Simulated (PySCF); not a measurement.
C8H10N2.
SMILES with atom numbers: `[CH2:1]=[CH:2][CH2:3][n:4]1[cH:5][c:6]([CH:7]=[CH2:8])[cH:9][n:10]1` (hydrogens: H11, H12 on C1; H13 on C2; H14, H15 on C3; H16 on C5; H17 on C7; H18, H19 on C8; H20 on C9)

Structure used (GFN2-xTB), in Å, numbered top down from 1:
```
atom  x, y, z in Å
C1    -3.1751   -0.2300    1.4212
C2    -2.5757    0.1763    0.3187
C3    -1.8874   -0.7388   -0.6514
N4    -0.5417   -0.3001   -0.9160
C5     0.4741   -0.2151   -0.0380
C6     1.5697    0.2802   -0.7287
C7     2.9105    0.5575   -0.2682
C8     3.3733    0.2915    0.9472
C9     1.0789    0.4616   -2.0396
N10   -0.1862    0.1091   -2.1305
H11   -3.2121   -1.2718    1.6960
H12   -3.6645    0.4568    2.0897
H13   -2.5429    1.2248    0.0562
H14   -1.8762   -1.7637   -0.2653
H15   -2.4062   -0.7238   -1.6149
H16    0.3492   -0.4972    0.9874
H17    3.5578    1.0124   -1.0073
H18    2.7595   -0.1673    1.7036
H19    4.3862    0.5218    1.2284
H20    1.6038    0.8263   -2.9001
```

Computed at PBE0/pcSseg-1 (PySCF, non-relativistic), with Q(14N) = 0.02044 b: N4, 14N (I = 1): χzz = -3.196 MHz, η = 0.395; N10, 14N (I = 1): χzz = -4.984 MHz, η = 0.596.

**Question.** Where would the pure quadrupole (NQR) lines of 14N at N4 fall for the rigid, isolated species?

**Answer.** From ν± = (3/4)|χ|(1 ± η/3) and ν0 = |χ|η/2: ν+ 2.712 MHz, ν− 2.081 MHz, ν0 0.631 MHz (pyrrole-type nitrogen).

**Question.** Find the zero-field quadrupole resonance frequencies of 14N at N10.

**Answer.** From ν± = (3/4)|χ|(1 ± η/3) and ν0 = |χ|η/2: ν+ 4.481 MHz, ν− 2.995 MHz, ν0 1.485 MHz (pyridine-type nitrogen).

In a crystal, neighbours and librations shift these lines. GFN2-xTB bond lengths can be off by several hundredths of an ångström, more for odd bonds, and the gradients follow them. The basis is small and wasn't made for field gradients, so the couplings can be 20 % off.

One conformer stands for the species.
